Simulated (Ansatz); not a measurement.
`[F][Zr]([F])([F])[SeH]` + `CCOBCl` → `[F][Zr]([F])([Cl])[SeH]` + `CCOBF`  (redistribution)

Gas-phase electronic energies from Ansatz, PBE0-D4/def2-TZVP geometries. CCSD(T)/CBS is the MP2 limit (def2-TZVPP, def2-QZVPP) plus CCSD(T) − MP2 in def2-TZVPP, frozen cores. Functionals use def2-TZVPP. Elements past krypton have def2 core potentials. For Se, Zr outer-core shells are correlated without core-valence functions, which leaves a few kJ/mol of doubt a bond. Scalar relativity is left out up to krypton. Each species was taken in one conformer, which may not be the lowest.

(1) Is it downhill or uphill in electronic energy at CCSD(T)/CBS, and by how much? (An estimate is asked.)

(2) What do these levels give: BLYP-D4, B97M-V, B2PLYP, PBE0, HF/def2-SVP, SCS-MP2/def2-QZVPP? (Estimate.)

(3) What do rigid-rotor, harmonic-oscillator terms from PBE0-D4/def2-TZVP frequencies (298.15 K, 1 bar) make of the CCSD(T)/CBS value? (An estimate is asked.)

Largest T1 diagnostic among the species: 0.016.

Results:

(1) Computed: Downhill: ΔE = -40.7 kJ/mol.

(2) Ansatz gave: BLYP-D4 -33.5, B97M-V -40.6, B2PLYP -39.7, PBE0 -37.5, HF/def2-SVP -52.4, SCS-MP2/def2-QZVPP -40.0 kJ/mol.

(3) Computed: ΔZPE = +2.3 kJ/mol, ΔH = -38.5 kJ/mol, ΔS = -4 J/(mol·K), ΔG = -37.2 kJ/mol.

From PBE to PBE0 (25 % exact exchange), in def2-TZVPP and without D4, ΔE moves by −6.8 kJ/mol. In def2-TZVPP, CCSD(T) changes the Hartree–Fock value by +11.6 kJ/mol (the triples alone add +0.9 kJ/mol) and MP2 by +11.5 kJ/mol. At CCSD(T), def2-SVP lies +3.9 kJ/mol from the extrapolated value and def2-TZVPP −0.7 kJ/mol.
